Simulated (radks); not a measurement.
Problem. All-electron atom: Pt II in [Xe] 4f14 5d9 (the NIST ground configuration). Method: Dirac Kohn-Sham, PW91, spin-unpolarised, spherical densities, point nucleus; open shells fill j = l - 1/2 first; computed with a radial shooting solver on a logarithmic mesh with Libxc functionals. Some entries of the table are withheld. Estimate them.

| orbital | occ. | eigenvalue (Ry) | <r^2> (bohr^2) |
|---|---|---|---|
| 1s1/2 | 2 | -5757.084 | 0.0004059 |
| 2s1/2 | 2 | -1011.057 | 0.006142 |
| 2p1/2 | 2 | -968.9679 | 0.004355 |
| 2p3/2 | 4 | -841.8372 | 0.005546 |
| 3s1/2 | 2 | (1) | 0.03993 |
| 3p1/2 | 2 | -219.0514 | 0.03646 |
| 3p3/2 | 4 | -191.1055 | 0.04292 |
| 3d3/2 | 4 | -159.7297 | 0.03298 |
| 3d5/2 | 6 | -153.7077 | 0.03474 |
| 4s1/2 | 2 | -51.58790 | 0.1945 |
| 4p1/2 | 2 | -43.58714 | 0.1989 |
| 4p3/2 | 4 | -36.92989 | 0.2321 |
| 4d3/2 | 4 | -23.83839 | 0.2467 |
| 4d5/2 | 6 | -22.60075 | 0.2587 |
| 5s1/2 | 2 | -8.07241 | 1.021 |
| 4f5/2 | 6 | (2) | 0.3203 |
| 4f7/2 | 8 | (3) | 0.3297 |
| 5p1/2 | 2 | -5.52511 | 1.214 |
| 5p3/2 | 4 | -4.42879 | 1.463 |
| 5d3/2 | 4 | -1.11518 | 3.079 |
| 5d5/2 | 5 | -1.01452 | 3.374 |
| 6s1/2 | 0 | -0.95230 | 8.360 |
| 6p1/2 | 0 | -0.54818 | 13.80 |
| 6p3/2 | 0 | -0.47929 | 16.65 |

Solution. 
(1) 3s1/2 eigenvalue (Ry): -237.9193
(2) 4f5/2 eigenvalue (Ry): -5.87995
(3) 4f7/2 eigenvalue (Ry): -5.62606
